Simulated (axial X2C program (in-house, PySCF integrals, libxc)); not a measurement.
**Bond lengths and stretching modes, held linear, of CRuO**

Calculated with an axial X2C code built on PySCF integrals: two-component X2C with atomic mean-field Coulomb and Gaunt terms, Gaussian nuclei, basis C dyall-v3z, Ru dyall-v3z, O dyall-av3z with contracted cores. Spin-free rows use the one-electron spin-free X2C Hamiltonian.

Masses C 12.000, Ru 101.904, O 15.995 u. States: spin-free M_S = 1, Λ = 2 (beyond evenly filled blocks: σα, δ+α, δ+β, δ-α).

HF, spin-free: energies above the lowest point

```csv
r(C–Ru) (Å),r(Ru–O) (Å),E (meV)
1.5824,1.7979,838.22
1.5824,1.8440,650.12
1.5824,1.8901,524.28
1.6230,1.7979,667.97
1.6230,1.8440,478.67
1.6230,1.8901,352.97
1.6230,1.9362,279.87
1.6636,1.7979,516.62
1.6636,1.8440,326.41
1.6636,1.8901,200.96
1.7042,1.8440,196.03
1.7042,1.9362,0.00
```

Task: Fit a quadratic surface with cubic terms in each bond: where is the minimum, and what are the two stretching wavenumbers?

Result: At HF, spin-free: bonds 1.875 and 2.001 Å; harmonic stretches 491.1 and 711.1 cm⁻¹; force constants 3.16, 2.02 and coupling 0.01 mdyn/Å.

Each state is one determinant, the lowest of a limited PBE0 search; the stretches come from a fit to these few points and carry an uncertainty of a few per cent. Other orders of the atoms were not compared. Left out for rough or failed fits: PBE0 2c, HF 2c, BHandHLYP 2c, MP2 2c, PBE0 spin-free, BHandHLYP spin-free, MP2 spin-free. The molecule was held linear; bending was not examined, so a bent shape may lie lower. Note: several unpaired electrons, one determinant need not be a pure state.
